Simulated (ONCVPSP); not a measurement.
# Reading a pseudo-wave (boron)

Columns: radius, all-electron u(r) and pseudo u(r) of the 2p shell (level -8.09 eV) of boron in the configuration [He] 2s2 2p0.5; PBE, non-relativistic, ONCV scheme, ONCVPSP 4.0.1.

| r (bohr) | all-electron | pseudo |
| --- | --- | --- |
| 0.125 | 0.0447 | 0.0179 |
| 0.250 | 0.1362 | 0.0693 |
| 0.375 | 0.2389 | 0.1479 |
| 0.500 | 0.3368 | 0.2444 |
| 0.625 | 0.4231 | 0.3480 |
| 0.750 | 0.4951 | 0.4484 |
| 0.875 | 0.5539 | 0.5369 |
| 1.000 | 0.6005 | 0.6077 |
| 1.125 | 0.6347 | 0.6582 |
| 1.250 | 0.6572 | 0.6886 |
| 1.375 | 0.6694 | 0.7014 |
| 1.500 | 0.6726 | 0.7002 |
| 1.625 | 0.6682 | 0.6890 |
| 1.750 | 0.6577 | 0.6713 |
| 1.875 | 0.6422 | 0.6498 |
| 2.000 | 0.6229 | 0.6264 |
| 2.125 | 0.6007 | 0.6019 |
| 2.250 | 0.5764 | 0.5766 |
| 2.375 | 0.5507 | 0.5507 |
| 2.500 | 0.5243 | 0.5243 |
| 2.625 | 0.4975 | 0.4975 |
| 2.750 | 0.4708 | 0.4708 |
| 2.875 | 0.4445 | 0.4445 |
| 3.000 | 0.4188 | 0.4188 |
| 3.125 | 0.3939 | 0.3939 |
| 3.250 | 0.3698 | 0.3698 |

Task: How many radial nodes do the two functions have?

Result: The all-electron 2p function has n − l − 1 = 0; the pseudo-wave has 0.

Task: At about which radius was the pseudo-wave matched?

Result: 2.50 bohr. The columns agree to 0.0005 from 2.25 bohr on; several derivatives are matched, so the curves merge somewhat inside the radius.

Task: Is the pseudo-wave norm-conserving?

Result: Yes: the ONCV scheme keeps the norm inside the radius equal to the all-electron one, which fixes the energy derivative of the logarithmic derivative at the level.
